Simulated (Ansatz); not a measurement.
Gas-phase electronic energies from Ansatz, PBE0-D4/def2-TZVP geometries. CBS: MP2 limit from def2 TZ/QZ plus the TZ coupled-cluster correction, frozen cores. Functionals use def2-TZVPP. For Ge outer-core shells are correlated without core-valence functions, which leaves a few kJ/mol of doubt a bond. Scalar relativity is left out up to krypton. One conformer a species, not always the lowest.

`F[CH2][GeH2][Cl]` + `OCF` → `FCOCF` + `[Cl][GeH3]`  (substitution at a C–Ge bond)

| level | ΔE (kJ/mol) |
| --- | --- |
| PBE0-D4 | 12.0 |
| PBE0 | 11.0 |
| MP2/def2-TZVPP | 14.7 |
| CCSD/CBS(def2) | 14.1 |

Problem. What does CCSD(T)/CBS give? (Estimate.)

Solution. Computed: +14.5 kJ/mol. The listed levels differ from it by -2.5, -3.5, 0.2, -0.4 kJ/mol.

Largest T1 diagnostic among the species: 0.012.

In def2-TZVPP, CCSD(T) changes the Hartree–Fock value by +13.5 kJ/mol (the triples alone add +0.4 kJ/mol) and MP2 by +18.2 kJ/mol.
